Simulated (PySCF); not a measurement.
Two species compared at the same levels of theory.

First species: C₅H₇FSi₂.
Geometry (GFN2-xTB, Å), atoms numbered from 1 in this order:
```xyz
15
C5H7FSi2 angstrom
C     -3.1442    0.0060   -2.2885
C     -2.3591    0.3972   -1.1394
C     -1.6977    0.7189   -0.1848
Si    -0.7275    1.2376    1.2956
C      0.9812    0.5363    1.1177
C      2.1074    0.0985    1.0427
Si     3.8256   -0.5627    0.9392
F      4.6041   -0.0702    2.2632
H     -3.4250    0.8867   -2.8664
H     -4.0503   -0.5067   -1.9652
H     -2.5646   -0.6641   -2.9235
H     -0.6284    2.7023    1.3372
H     -1.3362    0.6797    2.5101
H      3.8477   -2.0169    1.0103
H      4.5627    0.0258   -0.1701
```

Second species: C₅H₇FSi₂.
Atom-mapped SMILES: `[F:1][CH2:2][C:3]#[C:4][SiH2:5][C:6]#[C:7][SiH3:8]` (hydrogens: H9, H10 on C2; H11, H12 on Si5; H13, H14, H15 on Si8)

Levels: CAM-B3LYP/def2-SVPD for dipole moment, HOMO energy, LUMO energy, HOMO–LUMO gap, static isotropic polarisability and electronic spatial extent ⟨r²⟩ about the centre of nuclear charge; TDDFT CAM-B3LYP/def2-SVPD for lowest singlet excitation; TDA CAM-B3LYP/def2-SVPD for lowest triplet excitation (Tamm–Dancoff); GFN2-xTB for rotational constant A and rotational constant C. Geometries: GFN2-xTB. All species are isolated and taken at one optimised geometry, non-relativistic unless stated; the electronic structure was computed with PySCF and density fitting.

Q: Which has the higher HOMO energy?

A: The first: -9.23 eV against -9.46 eV, a difference of 0.23 eV.

Q: Which of the two has the higher dipole moment, and by how much?

A: The first: 3.40 D against 1.97 D, a difference of 1.43 D.

Q: Which of the two has the higher S1 energy, and by how much?

A: The second: 5.60 eV against 5.44 eV, a difference of 0.16 eV.

Q: Which has the higher rotational constant A?

A: The first: 3.319 GHz against 2.890 GHz, a difference of 0.429 GHz.

Q: Which of the two has the higher ⟨r²⟩, and by how much?

A: The second: 2951 bohr² against 2840 bohr², a difference of 111 bohr².

Q: Which of the two has the higher HOMO–LUMO gap, and by how much?

A: The second: 9.66 eV against 9.18 eV, a difference of 0.48 eV.

Q: Which has the higher T1 energy?

A: The second: 4.69 eV against 4.63 eV, a difference of 0.06 eV.

Q: Which has the higher LUMO energy?

A: The second: 0.20 eV against -0.05 eV, a difference of 0.25 eV.

On the first: No computed singlet falls in the visible range (750 to 380 nm, 1.65 to 3.26 eV); S1 lies 2.18 eV above its blue end. The polarisability is 16.36 Å³ as a volume (1 au = 0.148185 Å³), or 1.49 au for each of the 74 electrons.

On the second: The polarisability is 16.87 Å³ as a volume (1 au = 0.148185 Å³), or 1.54 au for each of the 74 electrons. S1 lies 4.06 eV below the HOMO–LUMO gap; its leading configuration is HOMO→LUMO, weight 0.47.
